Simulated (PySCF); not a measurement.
## Electric field gradients and quadrupole coupling constants

Species: C₇H₁₀O₂S.
Z-matrix (Å and degrees, GFN2-xTB geometry), rows numbered from 1:
```
C 
C   1  1.5059
O   2  1.2019  1  125.28
O   2  1.3385  1  110.39  3   179.22
C   4  1.4261  2  118.49  1  -179.76
C   5  1.5249  4  110.98  2   -72.01
C   5  1.5480  4  116.52  2    61.75
C   7  1.5390  5   89.53  4   121.63
C   8  1.4990  7   89.01  5    -7.94
S   9  1.6045  5  133.16  4    51.91
H   1  1.0882  2  108.86  3   -68.00
H   1  1.0870  2  109.28  3    49.75
H   1  1.0851  2  110.23  3   171.53
H   6  1.0881  5  109.32  4   -54.79
H   6  1.0873  5  109.47  4    65.22
H   6  1.0867  5  110.04  4  -174.57
H   7  1.0870  5  112.39  4     6.54
H   7  1.0860  5  114.44  4  -119.00
H   8  1.0893  7  116.58  5  -124.87
H   8  1.0902  7  114.71  5   107.27
```

Field gradients from the PBE0/pcSseg-1 density (PySCF, non-relativistic), principal values in atomic units, ordered |Vxx| ≤ |Vyy| ≤ |Vzz|:

```
atom      Vxx      Vyy      Vzz
  O3   0.6841   0.9286  -1.6127
  O4  -0.5735  -1.1429   1.7164
 S10   0.9434   1.8929  -2.8363
```

Question: Find the asymmetry η = (Vxx − Vyy)/Vzz and the couplings χ = eQV/h (234.96 MHz × Q in barn × V in au), with Q(17O) = −0.0256 b, Q(33S) = −0.0678 b.

Answer: 
```json
{"atom": "O3", "environment": "ester carbonyl oxygen", "nucleus": "17O", "η": "0.15", "χzz (MHz)": "9.70", "χxx (MHz)": "-4.12", "χyy (MHz)": "-5.59"}
{"atom": "O4", "environment": "ester single-bonded oxygen", "nucleus": "17O", "η": "0.33", "χzz (MHz)": "-10.32", "χxx (MHz)": "3.45", "χyy (MHz)": "6.87"}
{"atom": "S10", "environment": "thiocarbonyl sulfur", "nucleus": "33S", "η": "0.33", "χzz (MHz)": "45.18", "χxx (MHz)": "-15.03", "χyy (MHz)": "-30.16"}
```

Question: What is Vzz at S10 in SI units (1 au = 9.71736 × 10²¹ V/m²)?

Answer: -2.8363 au = -27.562 × 10²¹ V/m².

Question: And the gradient at the other heavy atoms, for which no coupling is worked out here?

Answer: 
| atom | environment | Vzz (au) | η |
| --- | --- | --- | --- |
| C1 | methyl carbon next to a carbonyl | 0.108 | 0.46 |
| C2 | ester carbonyl carbon | -0.416 | 0.93 |
| C5 | sp3 carbon bound to oxygen | 0.405 | 0.11 |
| C6 | methyl carbon | 0.124 | 0.43 |
| C7 | four-membered-ring carbon | -0.104 | 0.51 |
| C8 | four-membered-ring carbon | 0.059 | 0.94 |
| C9 | thiocarbonyl carbon | 0.527 | 0.14 |

Were the hydrogens deuterons (Q(2H) = 0.00286 b), χzz would run from 207 kHz (H15) to 212 kHz (H16 and H18).

Geometry: GFN2-xTB, one conformer, isolated molecule. GFN2-xTB bond lengths can be off by several hundredths of an ångström, more for odd bonds, and the gradients follow them. With a basis this small, the couplings can be 20 % off.

The run behind these numbers computed NMR shieldings as well. Time: 81 s; peak memory 1.0 GiB. Hardware: Arm Neoverse V1, one thread (shared host).
